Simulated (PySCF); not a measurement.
## Magnetisability: SMILES N(C(=C)[Se]C)C(C)=O, C5H9NOSe

Molfile (atoms numbered from 1):
```
C5H9NOSe
     RDKit          3D

 17 16  0  0  0  0  0  0  0  0999 V2000
    0.8327   -2.4340    0.2774 C   0  0  0  0  0  0  0  0  0  0  0  0
    0.5642   -1.1442    0.4724 C   0  0  0  0  0  0  0  0  0  0  0  0
   -0.6040   -0.5757   -0.0319 N   0  0  0  0  0  0  0  0  0  0  0  0
   -1.1504    0.6346    0.2872 C   0  0  0  0  0  0  0  0  0  0  0  0
   -2.5099    0.8457   -0.3432 C   0  0  0  0  0  0  0  0  0  0  0  0
   -0.6037    1.4538    0.9859 O   0  0  0  0  0  0  0  0  0  0  0  0
    1.7917   -0.0789    1.5097 Se  0  0  0  0  0  2  0  0  0  0  0  0
    2.2921    1.2665    0.1843 C   0  0  0  0  0  0  0  0  0  0  0  0
    0.1544   -3.0887   -0.2469 H   0  0  0  0  0  0  0  0  0  0  0  0
    1.7403   -2.8665    0.6550 H   0  0  0  0  0  0  0  0  0  0  0  0
   -1.1691   -1.2054   -0.5875 H   0  0  0  0  0  0  0  0  0  0  0  0
   -3.2188    0.1202    0.0511 H   0  0  0  0  0  0  0  0  0  0  0  0
   -2.4508    0.7273   -1.4232 H   0  0  0  0  0  0  0  0  0  0  0  0
   -2.8605    1.8461   -0.1082 H   0  0  0  0  0  0  0  0  0  0  0  0
    3.1931    1.7448    0.5603 H   0  0  0  0  0  0  0  0  0  0  0  0
    2.5005    0.7726   -0.7620 H   0  0  0  0  0  0  0  0  0  0  0  0
    1.4912    1.9938    0.0895 H   0  0  0  0  0  0  0  0  0  0  0  0
  1  2  2  0
  2  3  1  0
  3  4  1  0
  4  5  1  0
  4  6  2  0
  2  7  1  0
  7  8  1  0
  1  9  1  0
  1 10  1  0
  3 11  1  0
  5 12  1  0
  5 13  1  0
  5 14  1  0
  8 15  1  0
  8 16  1  0
  8 17  1  0
M  END
```

Method used: GIAO KT3/pcSseg-1 magnetisability, rotational g tensor and spin-rotation constants, non-relativistic, gas phase in PySCF 2.14.0. Geometry: GFN2-xTB.

The calculation is non-relativistic, which matters for the atoms heavier than Zn.

(1) How diamagnetic is it, and how anisotropic?

(2) Split it along the inertial axes a, b, c into diamagnetic and paramagnetic parts about the centre of mass, with the quadrupole moment.

(3) And the rotational g tensor?

## Answers

(1) Isotropic -1410 × 10⁻³⁰ J/T², or -84.9 × 10⁻⁶ cm³/mol; principal values -1532, -1390, -1308 × 10⁻³⁰ J/T², anisotropy 196 × 10⁻³⁰ J/T² (root of half the summed squared differences of the principal values). The susceptibility is in cgs units.

(2) 
```tsv
axis	χ (10⁻⁶ cm³/mol)	diamagnetic (10⁻⁶ cm³/mol)	paramagnetic (10⁻⁶ cm³/mol)	summed x² of all electrons (Å²)	quadrupole Θ (D Å)
a	-83.5	-663.9	580.4	255.0	+7.47
b	-81.5	-1243.2	1161.8	118.5	-1.79
c	-89.8	-1584.5	1494.7	38.0	-5.67
```
Anisotropies 2χaa − χbb − χcc = +4.3 and 2χbb − χaa − χcc = +10.3 × 10⁻⁶ cm³/mol. Θ is traceless in Buckingham's convention.

(3) 
```csv
axis,rotational constant (GHz),g,nuclear part,electronic part
a,2.2572,-0.0245,0.5909,-0.6155
b,1.0254,-0.0095,0.5502,-0.5596
c,0.7969,-0.0034,0.5562,-0.5596
```
Asymmetric top; isotopes 12C, 1H, 14N, 16O, 80Se; no vibrational averaging.
